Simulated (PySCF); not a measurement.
## Mayer bond orders and bond lengths

C₈H₁₂N₂.
Atom-mapped SMILES: `[N:1]#[C:2][CH2:3][CH:4]1[CH2:5][CH2:6][C:7](=[NH:8])[CH2:9][CH2:10]1` (hydrogens: H11, H12 on C3; H13 on C4; H14, H15 on C5; H16, H17 on C6; H18 on N8; H19, H20 on C9; H21, H22 on C10)

Geometry (GFN2-xTB, Å), atoms numbered from 1 in this order:
```xyz
22
C8H12N2 angstrom
N      3.908   -1.373    0.036
C      3.174   -0.548   -0.261
C      2.234    0.485   -0.608
C      0.860    0.216    0.028
C     -0.077    1.401   -0.203
C     -1.439    1.143    0.444
C     -2.026   -0.137   -0.075
N     -3.167   -0.114   -0.600
C     -1.124   -1.334    0.086
C      0.238   -1.054   -0.553
H      2.144    0.526   -1.698
H      2.633    1.442   -0.259
H      1.000    0.079    1.107
H     -0.213    1.556   -1.276
H      0.355    2.313    0.217
H     -1.316    1.058    1.526
H     -2.128    1.961    0.235
H     -3.509   -1.012   -0.938
H     -0.990   -1.530    1.153
H     -1.578   -2.219   -0.367
H      0.108   -0.933   -1.632
H      0.903   -1.905   -0.389
```

Bond orders from the PBE0/pcSseg-1 density (PySCF). Isolated species at its GFN2-xTB geometry (one conformer only).

**Question.** Where do the orders between heavy atoms depart from those drawn in the SMILES?

**Answer.** The largest departure is 0.115, at C7–N8 (drawn double, 2.115).

**Question.** Give the Mayer order of every bond, beside its length.

**Answer.** 
| bond | drawn as | length (Å) | Mayer order |
| --- | --- | --- | --- |
| N1–C2 | triple | 1.143 | 3.056 |
| C2–C3 | single | 1.440 | 1.021 |
| C3–C4 | single | 1.538 | 1.005 |
| C4–C5 | single | 1.528 | 1.008 |
| C5–C6 | single | 1.530 | 1.040 |
| C6–C7 | single | 1.500 | 0.975 |
| C7–N8 | double | 1.256 | 2.115 |
| C7–C9 | single | 1.507 | 0.977 |
| C9–C10 | single | 1.530 | 1.032 |
| C10–C4 | single | 1.529 | 0.990 |
| C3–H11 | single | 1.094 | 0.919 |
| C3–H12 | single | 1.094 | 0.923 |
| C4–H13 | single | 1.097 | 0.934 |
| C5–H14 | single | 1.093 | 0.939 |
| C5–H15 | single | 1.092 | 0.947 |
| C6–H16 | single | 1.093 | 0.934 |
| C6–H17 | single | 1.089 | 0.941 |
| N8–H18 | single | 1.019 | 0.932 |
| C9–H19 | single | 1.094 | 0.927 |
| C9–H20 | single | 1.093 | 0.945 |
| C10–H21 | single | 1.094 | 0.941 |
| C10–H22 | single | 1.093 | 0.938 |

By pair of heavy elements: C–N: lowest C7–N8 (2.115, 1.256 Å), highest N1–C2 (3.056, 1.143 Å). C–C: lowest C6–C7 and C7–C9 (0.975, 1.500 Å), highest C5–C6 (1.040, 1.530 Å); in 8 of the 28 pairs the longer bond (by over 0.003 Å) has the higher order (by 0.02 or more). Bonds named together lie within 0.004.

**Question.** Sum the orders of all bonds at each heavy atom with more than one neighbour and set the sums beside the valence in the SMILES.

**Answer.** C2 4.077 (drawn 4), C3 3.868 (drawn 4), C4 3.937 (drawn 4), C5 3.934 (drawn 4), C6 3.890 (drawn 4), C7 4.067 (drawn 4), N8 3.047 (drawn 3), C9 3.881 (drawn 4), C10 3.901 (drawn 4). Orders between atoms that aren't bonded are not in these sums.

Mayer orders depend on the basis set.
